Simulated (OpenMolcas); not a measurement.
# Ions of charge +3 along the 3d row on the Y site of Cs2NaYF6

- Program: OpenMolcas 26.06
- Method: SS-CASPT2, IPEA 0.25 Eh, imaginary shift 0.1 Eh
- Spin-orbit coupling: RASSI with atomic mean-field integrals over the reference wave functions

The d shell is active; CASPT2 correlates the ligand valence shells and the outer metal core. Each dopant is a cluster with its nearest anions in model potentials and point charges, with no relaxation. Distances were set from a Shannon-type radius of the metal (high-spin where two are listed) plus a fixed donor radius (F 1.31 Å), in hosts weighted 0.65 to 0.35 with the host's distance in the model lattice. Ligand basis ANO-RCC-VDZP, DKH2 Hamiltonian. States (labels of O, the rotations of Oh). Energies in cm-1 above the lowest state or level, χT in cm3 K/mol; under a threefold ground state the first gap can be a small split of the lowest multiplet, not the spin-orbit step; 10Dq and B are least-squares fits to the states below 45000 cm-1, weighted by degeneracy, with a free offset, and given where the rms deviation is under 5 % of |10Dq| (or 100 cm-1) and under 700 cm-1. Spin-only χT is S(S+1) / 2 for the spin of the ground state.

| Ion | Shell | R (Å) | Metal basis | Ground state | First state of that spin | 10Dq | B (rms of fit) | First gap with spin-orbit (degeneracies) | χT at 300 K | First state of another spin | Spin-only χT |
| --- | --- | --- | --- | --- | --- | --- | --- | --- | --- | --- | --- |
| Ti3+ | 3d1 | 2.049 | ANO-RCC-VTZP | 2T2 | 2E 14860 | 14862 |  | 220 (4, 2) | 0.449 |  | 0.375 |
| V3+ | 3d2 | 2.03 | ANO-RCC-VTZP | 3T1 | 3T2 12720 | 14159 | 797 (230) | 6 (2, 3) | 0.890 | 1T2 10610 | 1.000 |
| Cr3+ | 3d3 | 2.014 | ANO-RCC-VTZP | 4A2 | 4T2 13230 |  |  | 13130 (4, 2) | 1.827 | 2E 14770 | 1.875 |
| Mn3+ | 3d4 | 2.033 | ANO-RCC-VTZP | 5E | 5T2 12310 |  |  | 12 (1, 3) | 2.943 | 3T1 9770 | 3.000 |
| Fe3+ | 3d5 | 2.033 | ANO-RCC-VTZP | 6A1 |  |  |  | 20190 (6, 2) | 4.384 | 4T1 20350 | 4.375 |
| Co3+ | 3d6 | 2.01 | ANO-RCC-VTZP | 5T2 | 5E 11210 |  |  | 260 (3, 2) | 4.165 | 1A1 6530 | 3.000 |

Every ion keeps the highest spin of its shell. χT departs most from the spin-only value for Co3+, by +1.165 cm3 K/mol.

Roots that are degenerate in the reference are averaged as groups; the widest CASPT2 spread within a group is 580 cm-1 (the 2-fold group of multiplicity 1 near 42600 cm-1 above the lowest state of its run, Co3+). Shifts and gaps below about the spread of the groups concerned are not significant. Over all roots computed the reference weight is 0.73 in Ti3+, 0.72 to 0.73 in V3+, 0.72 to 0.73 in Cr3+, 0.70 to 0.73 in Mn3+, 0.69 to 0.73 in Fe3+, 0.65 to 0.72 in Co3+; the roots of lowest weight are the least certain, and an intruder state may touch them. Ligand-to-metal charge-transfer states are missing. With one d shell and no ligand orbital active, 10Dq can be off by a tenth or more. An orbital triplet at a regular site is open to Jahn-Teller coupling, which can distort the site and quench the lowest spin-orbit gaps and is left out (holds for Ti3+; V3+; Co3+). With no ligand orbital active B as a rule stays too high, so bands that hang on it stand too high and its fall with covalency is understated (holds for V3+; Cr3+; Mn3+; Fe3+; Co3+). These CASPT2 states fit no ligand-field parameters well, so their order and spin gaps are uncertain (holds for Cr3+; Mn3+; Fe3+; Co3+). Free-ion shares, where given, are those of the reference states; single-state CASPT2 does not remix them (holds for Cr3+; Mn3+; Fe3+; Co3+). An orbital doublet at a regular site is open to a Jahn-Teller distortion, which this geometry leaves out (holds for Mn3+). This shell can be high or low spin here, a state of another spin lies low, and with metal d orbitals alone active their balance is uncertain, so the ground spin may be wrong (holds for Mn3+; Co3+). A single d shell leaves out the double-shell effect, which counts most for late 3d ions, where the CASPT2 field can be off either way by tens of per cent (holds for Co3+). No measured value stands beside these numbers; the geometry was set by hand and not optimised.
